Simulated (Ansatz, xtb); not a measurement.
## Relaxing a trial structure of GeH10Si3

The starting geometry of this gas-phase singlet has its atoms placed at random.

```yaml
atoms:
  - { symbol: Ge, position_ang: [-1.0185, -0.0886, 2.2639] }
  - { symbol: Si, position_ang: [0.9415, -1.4677, 0.7564] }
  - { symbol: Si, position_ang: [0.2418, 0.1141, -2.5873] }
  - { symbol: Si, position_ang: [1.3110, 0.4404, -0.5468] }
  - { symbol: H, position_ang: [0.5671, 2.0456, -0.3084] }
  - { symbol: H, position_ang: [1.6476, -0.4014, 0.5536] }
  - { symbol: H, position_ang: [-0.9597, 0.4442, 0.7060] }
  - { symbol: H, position_ang: [-0.1034, 1.0898, 2.4643] }
  - { symbol: H, position_ang: [0.4218, 1.1070, 0.1704] }
  - { symbol: H, position_ang: [-0.1174, -1.3725, -1.7692] }
  - { symbol: H, position_ang: [0.8836, -0.7347, -0.4069] }
  - { symbol: H, position_ang: [0.7691, 1.2609, -1.9332] }
  - { symbol: H, position_ang: [-2.5751, -0.7581, 0.8923] }
  - { symbol: H, position_ang: [0.0184, -0.5205, 1.6323] }
```

Question: One run relaxed it with r2SCAN-D4/def2-SVP. What is a likely outcome?

Answer: It loosens into H6Si3 + GeH4, which stay close as a complex. Distances that change by over a tenth: Ge1–H7 (1.65 → 1.99 Å), Ge1–H14 (1.29 → 1.58 Å), Si2–Si4 (2.34 → 2.69 Å), Si2–H6 (1.29 → 1.70 Å), Si2–H11 (1.38 → 1.54 Å), Si3–H10 (1.73 → 1.49 Å), Si4–H6 (1.43 → 1.67 Å). Contacts that open: Si2–H14 (1.59 → 3.69 Å), Si4–H11 (1.26 → 2.82 Å), Si4–H12 (1.70 → 3.21 Å). Contacts that close: Ge1–H13 (2.18 → 1.88 Å), Si2–Si3 (3.76 → 2.39 Å), Si4–H5 (1.79 → 1.49 Å).

The energy falls by 17.61 eV over 82 steps:

```tsv
step	E − E(last) (eV)
1	17.610
10	2.162
19	1.810
28	1.807
37	1.461
46	0.040
55	0.013
64	0.001
73	0.000
82	0.000
```

Final geometry (Å):

```xyz
14

Ge   -0.8211   -0.0626    3.5463
Si    1.1182   -1.2908   -0.5291
Si    1.0428    0.0032   -2.5368
Si    0.5228    1.3211   -0.7452
H     1.4912    2.3165   -0.2048
H     0.9678    0.1459    0.3599
H    -1.2146   -0.9541    1.8149
H    -0.7061    1.0855    2.4566
H    -0.8895    1.6423   -0.4104
H    -0.1011   -0.1991   -3.4684
H    -0.4156   -1.3321   -0.5851
H     2.3109    0.3540   -3.2344
H    -1.8032   -1.1206    2.3494
H     0.5253   -0.7505    3.0743
```

From the same start GFN2-xTB ends elsewhere, in pieces: GeH4Si + H4Si2 + H2.

From so rough a start the end depends on the optimiser's path, so another program may land elsewhere. No frequencies were run, so the end isn't proven a minimum. Run with Ansatz 0.2.0, 2.3 min on 2 threads of AMD EPYC 9R45 96-Core Processor (Zen 5), with other jobs on the host.
